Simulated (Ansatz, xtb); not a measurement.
## Two isomers of C5H8OS2

We compare I, `CS[C@@H]1CC(=O)CS1`, a singlet, with II, `CS[C@@H]1SCCC1=O`, a singlet. Both are isolated molecules in the gas phase, relaxed with B3LYP-D3(BJ)/def2-SVP; each stands in its lowest conformer found.

Energies in hartree; the thermal terms are from GFN2-xTB frequencies at re-optimised GFN2-xTB minima (ideal gas, soft modes damped towards free rotors, one conformer each, 298.15 K, 1 atm) and include the zero-point energy:

```
                               I            II
E, CCSD(T)/def2-SVP  −1064.696163  −1064.696093
    E, MP2/def2-SVP  −1064.581880  −1064.581617
  E, MP2/def2-TZVPP  −1065.452122  −1065.452113
  zero-point energy      0.118928      0.119529
       H(298 K) − E      0.129137      0.129641
       G(298 K) − E      0.083809      0.084799
```

Task: Correct the CCSD(T) difference for the basis set by the MP2 change, then work out ΔE, ΔE₀, ΔH and ΔG for I → II in kcal/mol (1 Eh = 627.51 kcal/mol) and the equilibrium ratio [II]/[I].

Result: 1. Differences II − I: CCSD(T) +0.000070, MP2 in the small set +0.000263, MP2 in the large set +0.000009 Eh.
2. ΔE = +0.000070 + (+0.000009 − (+0.000263)) = −0.000184 Eh = −0.12 kcal/mol.
3. ΔE₀ = ΔE + ΔZPE = −0.000184 + (+0.000601) Eh = +0.26 kcal/mol.
4. ΔH = ΔE + (+0.000504) Eh = +0.20 kcal/mol.
5. ΔG = ΔE + (+0.000990) Eh = +0.51 kcal/mol, so ΔS = (ΔH − ΔG)/T = −4.3 J/(mol K).
6. kT = 0.9442 mEh, so K = [II]/[I] = exp(−ΔG/kT) = exp(−0.85) ≈ 0.43.

The two are too close for this level to say which is favoured. An error of 1 kcal/mol in ΔG would change K by a factor of 5.4. Mirror images and further conformers aren't counted.

As drawn, both hold the same kinds of bond in the same numbers.

Other levels gave ΔE = +0.1 (GFN2-xTB); +3.1 (HF/STO-3G, GFN2-xTB geometries); +0.1 (r2SCAN-D4/def2-SVP, GFN2-xTB geometries); +0.1 (B3LYP-D3(BJ)/def2-SVP); +0.5 (HF/def2-SVP); +0.2 (MP2/def2-SVP); 0.0 (CCSD(T)/def2-SVP) kcal/mol. The correlated steps freeze 16 core orbitals. Programs: Ansatz 0.2.0, xtb 6.7.1.
